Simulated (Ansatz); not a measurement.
Stepwise substitution at one centre (Al Br-OH). Isolated molecules, 0 K electronic values unless said otherwise. One relaxed conformer stands for each flexible species; it need not be the lowest. Strings in code marks are SMILES.

Quantity: redistribution energy (mixed species minus the weighted end members), in kcal/mol.

Case: 1 of 3 Br replaced by OH: `[Al]([OH])([Br])[Br]`. The other species in the difference include `[Al]([Br])([Br])[Br]` (neutral, multiplicity 1). Geometry of `[OH][Al]([Br])[Br]` (neutral, multiplicity 1, Å):

```xyz
5

O     -1.1366    -0.5201    -0.0006
Al     0.3508     0.1585    -0.0025
Br     2.1889    -1.1126     0.0456
Br     0.5970     2.3797    -0.0509
H     -1.9944    -0.9151    -0.0001
```

What redistribution energy (mixed species minus the weighted end members) does frozen-core CCSD(T)/cc-pVTZ // PBE0-D4/def2-TZVP (Ansatz, an electronic-structure program) give?

3.57 kcal/mol.
